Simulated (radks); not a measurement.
Question: Excited configurations of the cerium ion Ce+: one electron is placed in a higher orbital outside [Xe] 4f2. The ground configuration is [Xe] 4f1 5d2. All-electron calculation, non-relativistic Kohn-Sham, TPSS, spin-polarised, spherical densities, point nucleus; open shells are filled with parallel spins first (spin-orbit coupling, left out, can overturn this in heavy ions); meta-GGA in the generalised Kohn-Sham scheme; relativity is left out, which matters for an element this heavy. Program: a radial shooting solver on a logarithmic mesh with Libxc functionals. Excitation = E - E(ground); binding = E(ion) - E, where the ion is the core of charge +2; n* = 2/sqrt(2 binding) in atomic units, and the quantum defect is n - n*.

outer orbital  excitation (eV)  binding (eV)     n*  quantum defect  eigenvalue (eV)  <r> (bohr)
5d                      -2.301        10.030  2.329           2.671           -6.459       2.957
6s                      -2.162         9.891  2.346           3.654           -7.768       4.335
6p                       0.187         7.542  2.686           3.314           -5.869       5.273
6d                       2.983         4.746  3.386           2.614           -3.606       7.604
7p                       3.541         4.188  3.605           3.395           -3.299       9.874
7d                       4.809         2.920  4.317           2.683           -2.300       13.34

Estimate the row for 5f.

Answer: excitation (eV) 4.147; binding (eV) 3.582; n* 3.898; quantum defect 1.102; eigenvalue (eV) -2.586; <r> (bohr) 8.623. The Delta-SCF ionisation energy is 7.729 eV (NIST Atomic Spectra Database: 10.96 eV, semi-empirical). Self-interaction in the functional shifts the binding energies and quantum defects, so they are the method's values and not measured ones. Relativity is left out here, which matters for elements this heavy. Open shells are spherical and high-spin; term and fine-structure splittings are not resolved. A negative excitation energy means that this level of theory puts the configuration below the NIST ground configuration.
